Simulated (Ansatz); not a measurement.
`CC1=CC(C)=[O+][B-](C)(C)O1`, relaxed with RKS PBE-D4/def2-SVP in Ansatz from a rough embedded geometry. The force threshold is 0.03 eV/Å; the program also tests the step.

The species carries charge 0 and has multiplicity 1.

Start:

```xyz
23

C    -1.121   -2.861    0.332
C    -0.698   -1.388    0.114
C    -1.581   -0.362    0.291
C    -1.072    0.950    0.037
C    -2.144    2.094    0.086
O     0.096    1.291   -0.245
B     1.220    0.245   -0.256
C     2.116    0.401    1.054
C     2.143    0.514   -1.542
O     0.637   -1.117   -0.273
H    -1.896   -3.045   -0.451
H    -1.529   -2.954    1.315
H    -0.291   -3.448    0.140
H    -2.578   -0.551    0.595
H    -2.695    2.064    1.066
H    -2.810    2.005   -0.763
H    -1.612    3.098   -0.012
H     2.922   -0.296    1.073
H     1.454    0.263    1.980
H     2.514    1.497    1.113
H     2.908   -0.236   -1.603
H     2.526    1.476   -1.532
H     1.488    0.356   -2.519
```

**Question.** How much energy does the relaxation release, and in how many steps? (An estimate is asked.)

**Answer.** Computed: 1.31 eV, in 42 steps, 10 of them rejected.

**Question.** Which bonds change most? (An estimate is asked.)

**Answer.** Ansatz gave: C2–O10 from 1.416 to 1.289 Å; B7–O10 from 1.481 to 1.567 Å; C9–H23 from 1.187 to 1.111 Å; C9–H22 from 1.035 to 1.110 Å.

**Question.** Give the relaxed structure. (An estimate is asked.)

**Answer.** The calculation gave: 
```xyz
23

C    -1.031   -2.806    0.317
C    -0.622   -1.370    0.165
C    -1.474   -0.306    0.520
C    -1.133    0.995    0.100
C    -2.091    2.145    0.197
O     0.007    1.265   -0.437
B     1.198    0.248   -0.376
C     1.962    0.456    1.026
C     2.053    0.392   -1.722
O     0.536   -1.173   -0.365
H    -1.089   -3.277   -0.687
H    -2.005   -2.914    0.827
H    -0.249   -3.356    0.878
H    -2.457   -0.506    0.962
H    -3.082    1.839    0.580
H    -2.204    2.616   -0.800
H    -1.663    2.921    0.865
H     2.793   -0.272    1.137
H     1.301    0.341    1.912
H     2.413    1.470    1.082
H     2.884   -0.343   -1.746
H     2.510    1.401   -1.797
H     1.442    0.234   -2.636
```
